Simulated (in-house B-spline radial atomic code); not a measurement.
Successive ionisation energies of tantalum; each step leads to the configuration of the next row (after the last: [Ar] 3d10 4s2 4p1/2(2) 4p3/2(1)). Dirac energy differences include first-order Breit, QED and recoil terms. NIST's values go from ground level to ground level; the uncertainty of those that are theory runs from under 0.1 % in few-electron ions to several per cent in heavy many-electron ones. Computed with a radial B-spline atomic code at the basis-set limit: Dirac-Hartree-Fock, jj configuration that fills j = l - 1/2 first, finite nuclei.

A number in brackets counts the electrons of a j subshell.

```tsv
ion	configuration	ionisation energy (eV)	tabulated value (eV)	tabulated kind	computed minus tabulated (eV)	highest orbital	largest mean radius (bohr)
Ta25+	[Kr] 4d10 4f5/2(2)	772.7	790	tabulated theory	-17.3	4f5/2	0.47244
Ta26+	[Kr] 4d10 4f5/2(1)	821.6	832	tabulated theory	-10.4	4f5/2	0.46797
Ta27+	[Kr] 4d10	1064.1	1064	tabulated theory	0.1	4d5/2	0.46355
Ta28+	[Kr] 4d3/2(4) 4d5/2(5)	1112.4	1110	tabulated theory	2.4	4d5/2	0.45933
Ta29+	[Kr] 4d3/2(4) 4d5/2(4)	?	?	tabulated theory	?	?	?
Ta30+	[Kr] 4d3/2(4) 4d5/2(3)	1210.8	1211	tabulated theory	-0.2	4d5/2	0.45163
Ta31+	[Kr] 4d3/2(4) 4d5/2(2)	1261.0	1262	tabulated theory	-1.0	4d5/2	0.4479
Ta32+	[Kr] 4d3/2(4) 4d5/2(1)	1311.8	1313	tabulated theory	-1.2	4d5/2	0.44452
Ta33+	[Kr] 4d3/2(4)	1382.2	1382	tabulated theory	0.2	4d3/2	0.44196
Ta34+	[Kr] 4d3/2(3)	?	?	tabulated theory	?	?	?
Ta35+	[Kr] 4d3/2(2)	1487.9	1490	tabulated theory	-2.1	4d3/2	0.43655
Ta36+	[Kr] 4d3/2(1)	?	?	tabulated theory	?	?	?
Ta37+	[Ar] 3d10 4s2 4p6	1748.0	1748	tabulated theory	0.0	4p3/2	0.43126
Ta38+	[Ar] 3d10 4s2 4p1/2(2) 4p3/2(3)	1801.6	1799	tabulated theory	2.6	4p3/2	0.4285
Ta39+	[Ar] 3d10 4s2 4p1/2(2) 4p3/2(2)	1855.6	1857	tabulated theory	-1.4	4p3/2	0.42603
```

(1) Fill in the row of Ta29+.

(2) Fill in the row of Ta34+.

(3) Fill in the row of Ta36+.

Answers

(1) ionisation energy (eV): 1161.3; tabulated value (eV): 1160; computed minus tabulated (eV): 1.3; highest orbital: 4d5/2; largest mean radius (bohr): 0.45544.

(2) ionisation energy (eV): 1434.7; tabulated value (eV): 1434; computed minus tabulated (eV): 0.7; highest orbital: 4d3/2; largest mean radius (bohr): 0.43924.

(3) ionisation energy (eV): 1541.6; tabulated value (eV): 1542; computed minus tabulated (eV): -0.4; highest orbital: 4d3/2; largest mean radius (bohr): 0.43389.
